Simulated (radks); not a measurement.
Question: The ytterbium ion Yb2.5+, 67.5 electrons, occupied as [Xe] 4f11.5 6p2 (fractional occupations, a model configuration). Method: Dirac Kohn-Sham, PBEsol, spin-unpolarised, spherical densities, point nucleus; open shells are shared between the two j in proportion to 2j + 1; computed with a radial shooting solver on a logarithmic mesh with Libxc functionals.

Spin-orbit splittings of the eigenvalues, e(l+1/2) - e(l-1/2), with zeta = 2 splitting/(2l+1) and mean radii in bohr:

shell  occ.  splitting (eV)  zeta (eV)  <r> j=l-1/2  <r> j=l+1/2
2p        6            1046      697.5      0.06874      0.07624
3p        6           222.0      148.0       0.2062       0.2202
3d       10           48.49      19.40       0.1936       0.1979
4p        6           50.76      33.84       0.4941       0.5260
4d       10           9.318      3.727       0.5490       0.5601
4f     11.5           1.514     0.4325       0.6793       0.6891
5p        6               ?          ?        1.267        1.356
6p        2           1.165     0.7770        3.186        3.349

Estimate the 5p splitting.

Answer: 7.515 eV (zeta = 5.010 eV).
